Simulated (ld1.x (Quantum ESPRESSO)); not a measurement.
**Reading a pseudo-wave (Pd)**

Columns: radius, all-electron u(r) and pseudo u(r) of the 4p shell (level -76.03 eV) of palladium in the configuration [Ar] 3d10 4s2 4p6 4d8 5s0 5p0; PBEsol, scalar-relativistic, TM scheme, ld1.x (Quantum ESPRESSO) 7.5.

```tsv
r (bohr)	all-electron	pseudo
0.095	0.3315	0.0225
0.190	-0.3399	0.0892
0.285	-0.6065	0.1979
0.380	-0.3606	0.3443
0.475	0.0859	0.5196
0.570	0.5145	0.7083
0.665	0.8340	0.8867
0.760	1.0281	1.0263
0.855	1.1136	1.1044
0.950	1.1183	1.1145
1.045	1.0692	1.0687
1.140	0.9884	0.9884
1.235	0.8918	0.8918
1.330	0.7903	0.7903
1.425	0.6910	0.6910
1.520	0.5978	0.5978
1.615	0.5128	0.5128
1.710	0.4369	0.4369
1.805	0.3702	0.3702
1.900	0.3122	0.3122
1.995	0.2623	0.2623
2.090	0.2195	0.2195
2.185	0.1832	0.1832
2.280	0.1525	0.1525
2.375	0.1267	0.1267
2.470	0.1050	0.1050
```

Q: How many radial nodes do the two functions have?

A: The all-electron 4p function has n − l − 1 = 2; the pseudo-wave has 0, since the states of the same l below it are removed with the core.

Q: At about which radius was the pseudo-wave matched?

A: 1.20 bohr. The columns agree to 0.0005 from 1.04 bohr on; several derivatives are matched, so the curves merge somewhat inside the radius.

Q: Is the pseudo-wave norm-conserving?

A: Yes: the TM scheme keeps the norm inside the radius equal to the all-electron one, which fixes the energy derivative of the logarithmic derivative at the level.
